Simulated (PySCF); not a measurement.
Compound: TMS, C₄H₁₂Si.
Atom-mapped SMILES: `[CH3:1][Si:2]([CH3:3])([CH3:4])[CH3:5]` (hydrogens: H6, H7, H8 on C1; H9, H10, H11 on C3; H12, H13, H14 on C4; H15, H16, H17 on C5)

Structure used (PBE0-D3(BJ)/def2-TZVP), in Å, numbered top down from 1:
```xyz
17
C4H12Si angstrom
C      0.378   -1.485   -1.080
Si     0.000    0.001    0.000
C     -0.213    1.520   -1.079
C     -1.581   -0.311    0.960
C      1.415    0.278    1.200
H     -0.431   -1.671   -1.792
H      0.506   -2.389   -0.478
H      1.297   -1.333   -1.652
H     -0.434    2.405   -0.475
H     -1.035    1.389   -1.787
H      0.693    1.728   -1.655
H     -2.424   -0.484    0.286
H     -1.483   -1.191    1.602
H     -1.832    0.540    1.598
H      1.565   -0.596    1.840
H      2.352    0.467    0.669
H      1.219    1.136    1.848
```

Method used: PBE0-D3(BJ)/def2-TZVP geometry optimisation, gas phase in PySCF.

Take the most abundant isotopes and a rigid rotor. 

Question: What are A, B and C (GHz)?

Answer: Ia = 162.44, Ib = 162.51, Ic = 162.56 u·Å²; 505379 MHz·u·Å²/I gives 3111, 3110 and 3109 MHz, that is A = 3.1112, B = 3.1099, C = 3.1090 GHz.

Question: Classify the top.

Answer: A spherical top, as the point group Td requires three equal moments; the computed ones differ by 0.07 % because the geometry is symmetric only within the optimiser's tolerance.

The point group Td allows no dipole (computed: 0.00 D), so a rigid rotor has no electric-dipole lines.

PBE0-D3(BJ)/def2-TZVP frequencies: not computed here. These are rigid-rotor constants of the computed structure; measured ground-state constants (B0) also hold zero-point vibration.

Time: 3.5 min wall; peak memory 1.4 GiB. Hardware: one thread, Intel Xeon at 2.30 GHz (x86_64), on a shared host. This is the geometry optimisation.
